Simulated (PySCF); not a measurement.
# Reading the logs of faulty runs: Al2BH5N

These are calculations, not measurements. They come from PySCF 2.14.0, an open-source quantum chemistry program, on an isolated molecule that a program drew, which may never have been made. The molecule is Al2BH5N (charge 0, doublet), drawn as the SMILES string `B[NH][AlH][AlH]`.

Each row is a Hartree-Fock (HF) and frozen-core CCSD(T) single point in the cc-pV(D+d)Z basis, meant for a local HF minimum. Run 1 is clean. Each other run has one planted mistake out of seven kinds, and not every kind appears here: one electron removed, one electron added, multiplicity raised by two, geometry at a saddle point, minimal basis STO-3G, one bond length entered in bohr, all coordinates scaled. The reference is restricted for singlets and unrestricted otherwise, and also for a bond in bohr. Adding or removing an electron swaps singlet and doublet. Electrons count all cores. HOMO and LUMO are orbital energies over both spins, the gradient is its largest component, and the lowest frequency (negative if imaginary) is given only where the gradient is small. Bond lengths are over the 8 bonds as drawn. T1 is the CCSD diagnostic: over 0.02 (restricted) or 0.045 (unrestricted) a single reference is doubtful.

Geometry of the clean run:
```xyz
9
Al2BH5N, angstrom
B     1.0323   -2.0794   -1.1343
N     0.8430   -0.7390   -1.5071
Al    0.3772    0.6242   -0.4003
Al   -0.2573    0.0150    2.0495
H     0.8703   -2.3994    0.0223
H     1.3509   -2.9205   -1.9346
H     0.9934   -0.5484   -2.4827
H     0.2324    2.0350   -1.1125
H     0.7487   -0.0009    3.2868
```

```
run,electrons,basis functions,<S^2>,HOMO (eV),LUMO (eV),gradient (hartree/bohr),lowest frequency (cm^-1),mean bond (Å),longest bond (Å),T1,HF (hartree),CCSD(T) (hartree),mistake
1,43,99,0.779,-7.39,0.53,2.6e-05,77,1.5532,2.603,0.0182,-565.91473,-566.33971,no fault
2,43,33,0.769,-3.22,7.33,3.8e-02,-,1.5532,2.603,0.0203,-559.03289,-559.22488,minimal basis STO-3G
3,42,99,0.000,-15.36,-6.06,4.5e-02,-,1.5532,2.603,0.0158,-565.66770,-566.08485,?
4,43,99,0.763,-7.46,-0.15,4.3e-05,-171,1.5579,2.648,0.0162,-565.90978,-566.33388,?
```

**Which mistake was planted in run 3, and what did it cost?**

It counts 42 electrons, one fewer than the clean run, at the same geometry and basis. So the mistake is: one electron removed. Subtracting run 1 and multiplying by 627.51 kcal/mol a hartree, the energy moved by 155.0 kcal/mol in HF and 159.9 kcal/mol in CCSD(T).

**Which mistake was planted in run 4, and what did it cost?**

The gradient is small, so the point is stationary, but the lowest frequency is imaginary (-171 cm^-1). So the mistake is: geometry at a saddle point. Subtracting run 1 and multiplying by 627.51 kcal/mol a hartree, the energy moved by 3.1 kcal/mol in HF and 3.7 kcal/mol in CCSD(T).

